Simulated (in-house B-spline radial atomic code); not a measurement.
Settings and results of a run for Gd III (Gd2+) (an excited or competing configuration). Level of theory: scalar-relativistic (X2C) BHandHLYP, spin-polarised, spherical fractional occupations, exact exchange averaged over the configuration, Fermi nucleus of rms radius 5.1569 fm; calculated with a radial B-spline atomic code at the basis-set limit.

Command:
```bash
python run_scf.py task.json out
```
Settings (nuclear radius in fm, mass in u):
```
Z                64
configuration    [Kr] 4d9 4f7 5s2 5p6 5d1 5f1
hamiltonian      x2c
method           bhandhlyp
spin_polarised   True
nucleus          fermi
rms_radius       5.1569
atomic_mass      157.92411
speed_of_light   137.035999084
exact_exchange   averaged over the configuration
```

Output (hartree, bohr):
```
 radial grid: 78 intervals, B-splines of order 8, outer radius 53.7037 bohr

 iter        energy (Eh)    residual
    1      -11217.752188    7.43e-01
    2      -11235.974837    2.02e+00
    3      -11262.105926    2.77e-01
    4      -11263.463177    1.55e-01
    5      -11264.209579    8.10e-02
    6      -11264.294448    1.46e-02
    7      -11264.299116    2.91e-03
    8      -11264.299355    4.96e-04
    9      -11264.299362    1.18e-04
   10      -11264.299362    3.87e-06
   11      -11264.299362    2.52e-07

 total energy                    -11264.29936
 kinetic                           12288.5183
 electron-nucleus                 -27619.0084
 Hartree                            4317.2213
 exact exchange                     -123.3384
 exchange-correlation               -127.6922

 orbital      occ     eigenvalue          <r>       <r^2>       <1/r>       r_max
 1s up      1.000     -1847.3262    0.0211883 0.000621575     76.8635     0.01307
 1s down    1.000     -1847.3257    0.0211882 0.000621572     76.8636     0.01307
 2s up      1.000      -308.2928    0.0925583   0.0101799       17.75     0.07883
 2s down    1.000      -308.2559    0.0925517   0.0101783     17.7515     0.07883
 2p up      3.000      -274.8609    0.0819427  0.00821399     15.6582     0.06349
 2p down    3.000      -274.8269    0.0819343  0.00821213     15.6595     0.06349
 3s up      1.000       -70.2465     0.243686   0.0680057     6.37685      0.2242
 3s down    1.000       -70.0888     0.243332   0.0677921     6.38696       0.224
 3p up      3.000       -59.7443     0.242269   0.0681468     5.79747      0.2198
 3p down    3.000       -59.5729     0.241793   0.0678549     5.80821      0.2196
 3d up      5.000       -45.6369     0.221183   0.0575237     5.44306        0.18
 3d down    5.000       -45.4519      0.22068   0.0572218     5.45214      0.1798
 4s up      1.000       -15.6327     0.551692    0.343417       2.637      0.5156
 4s down    1.000       -15.1792     0.551706    0.343436     2.63458       0.515
 4p up      3.000       -12.1088     0.582356    0.385519     2.38578      0.5373
 4p down    3.000       -11.6189     0.583018    0.386415     2.37987      0.5368
 4d up      5.000        -7.1405     0.631197    0.461355     2.09761      0.5581
 4d down    4.000        -6.6256     0.633991     0.46583     2.08721      0.5581
 4f up      7.000        -1.6882     0.779112    0.756126     1.61924      0.5583
 5s up      1.000        -2.9899      1.30139     1.89937     1.03062       1.179
 5s down    1.000        -2.8327      1.32291     1.96271      1.0081       1.193
 5p up      3.000        -2.0264      1.48353     2.48271    0.883404       1.317
 5p down    3.000        -1.8929      1.51725     2.59825    0.859154       1.338
 5d up      1.000        -0.9007      2.06697     4.91472    0.621222       1.721
 5f up      1.000        -0.2639      5.43712     33.3782    0.217201       4.813
```

Run time, properties included: 0.48 s on 1 thread of Arm Neoverse V1, with other jobs on the host.

One-electron X2C: radii and densities carry no picture-change correction, so inner-shell <1/r> comes out high (for 1s by about 2 % at Z = 33, 5 % at 54, 10 % at 75, 30 % at 118) and <r> low.
